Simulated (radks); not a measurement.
Neutral europium inside a hard spherical wall (all orbitals vanish at R), configuration held at [Xe] 4f7 6s2 and not refilled when levels cross. Method: scalar-relativistic Kohn-Sham, PBE, spin-polarised, spherical densities, finite nucleus; open shells are filled with parallel spins first (spin-orbit coupling, left out, can overturn this in heavy ions); Fermi nuclear charge, rms radius 5.1115 fm; computed with a radial shooting solver on a logarithmic mesh with Libxc functionals. Eigenvalues in eV for spin up, with the zero of energy where the potential of the charges vanishes at infinity; a dash marks a level that is unbound or too diffuse for the functional's potential to be trusted. A positive occupied level is held by the wall or, in an anion where self-interaction has pushed it up, behind a barrier. The pressure on the wall is -dE/dV.

R (bohr),E (hartree),kinetic (hartree),e(5s),e(5p),e(4f),e(6s),"e(5d, empty)","e(6p, empty)",pressure (GPa)
free,-10843.6049,11615.466,-45.688,-24.553,-4.101,-3.723,-1.792,-1.237,0
15,-10843.6049,11615.466,-45.684,-24.550,-4.097,-3.720,-1.788,-1.220,0.000279
10,-10843.6015,11615.494,-45.482,-24.350,-3.898,-3.562,-1.606,-0.846,0.0733
8,-10843.5839,11615.599,-44.912,-23.790,-3.335,-3.037,-1.085,0.121,0.689
5,-10843.2725,11616.842,-41.398,-20.428,0.263,2.652,2.761,8.924,31.2
4,-10842.6210,11619.290,-37.646,-16.860,4.459,12.081,7.689,21.924,172
3,-10839.7828,11629.794,-27.302,-6.074,16.906,44.923,22.986,62.395,1540
2.5,-10834.8004,11646.970,-13.929,9.193,32.364,91.762,44.005,115.94,5920
2,-10820.2705,11692.977,18.989,47.934,64.123,203.32,94.727,237.84,29000
